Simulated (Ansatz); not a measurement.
Consider the cleavage of the Sn–Si bond: `[SiH3][Sn]([Cl])([Cl])[Cl]` + ethylmethylamine → `CC[N](C)[Sn]([Cl])([Cl])[Cl]` + SiH₄.

Program: Ansatz. Geometries: PBE0-D4/def2-TZVP. ΔE: electronic, gas phase. CBS: MP2 limit from def2 TZ/QZ plus the TZ coupled-cluster correction, frozen cores. This one scheme is used for every species. Functionals use def2-TZVPP. Elements past krypton have def2 core potentials. For Sn outer-core shells are correlated without core-valence functions, which leaves a few kJ/mol of doubt a bond. Each species was taken in one conformer, which may not be the lowest.

`[SiH3][Sn]([Cl])([Cl])[Cl]`:

Cartesian coordinates in Å:
```
Si -0.497 -1.021 0.914
Sn 0.377 0.776 -0.694
Cl 0.423 0.064 -2.898
Cl -0.910 2.703 -0.677
Cl 2.537 1.451 -0.199
H 0.414 -2.183 0.798
H -1.874 -1.355 0.483
H -0.471 -0.435 2.274
```

`CCNC`:

Cartesian coordinates in Å:
```
C -0.632 -1.291 -1.184
C -0.231 0.050 -0.607
N 0.119 -0.065 0.792
C 0.567 1.181 1.370
H -1.468 -1.714 -0.625
H -0.925 -1.194 -2.231
H 0.199 -2.002 -1.138
H -1.071 0.751 -0.684
H 0.587 0.486 -1.210
H 0.834 -0.773 0.902
H 0.871 1.022 2.407
H 1.408 1.650 0.831
H -0.258 1.898 1.376
```

`CC[N](C)[Sn]([Cl])([Cl])[Cl]`:

```xyz
16

C     1.515   -1.295   -0.092
C     0.122   -1.017   -0.609
N    -0.286    0.369   -0.441
C    -1.587    0.639   -1.026
Sn    0.110    1.245    1.316
Cl    2.298    1.932    1.490
Cl   -0.311   -0.091    3.164
Cl   -1.191    3.140    1.498
H     1.579   -1.187    0.997
H     2.246   -0.625   -0.547
H     1.800   -2.324   -0.317
H    -0.597   -1.708   -0.141
H     0.089   -1.223   -1.687
H    -2.383   -0.008   -0.632
H    -1.879    1.678   -0.867
H    -1.527    0.474   -2.108
```

SiH₄:

Z-matrix (Å, degrees):
```
Si
H 1 1.485
H 1 1.485 2 109.5
H 1 1.485 2 109.5 3 -120.0
H 1 1.485 2 109.5 3 120.0
```

| level | ΔE (kJ/mol) |
| --- | --- |
| ωB97X-V | 36.4 |
| PBE0 | 58.4 |
| r2SCAN0 | 48.7 |
| CAM-B3LYP | 49.5 |
| MP2/def2-SVP | 14.7 |
| CCSD/def2-SVP | 26.7 |
| HF/def2-TZVPP | 55.6 |
| HF/CBS(def2) | 55.2 |

**Question.** What does CCSD(T)/CBS give? (Best estimate.)

**Answer.** The calculation gave: +28.8 kJ/mol. The listed levels differ from it by 7.6, 29.6, 19.9, 20.7, -14.1, -2.1, 26.8, 26.4 kJ/mol.

Largest T1 diagnostic among the species: 0.011.

In def2-TZVPP, CCSD(T) changes the Hartree–Fock value by −29.6 kJ/mol (the triples alone add −6.5 kJ/mol) and MP2 by −34.9 kJ/mol. The D4 term adds −17.4 kJ/mol with B3LYP and −10.1 kJ/mol with PBE0; it sums over pairs of atoms, weighted by their polarisabilities, and B3LYP, whose exchange is more repulsive, gets the larger term.

B3LYP here is the variant with VWN-RPA as its local correlation; programs differ in this.
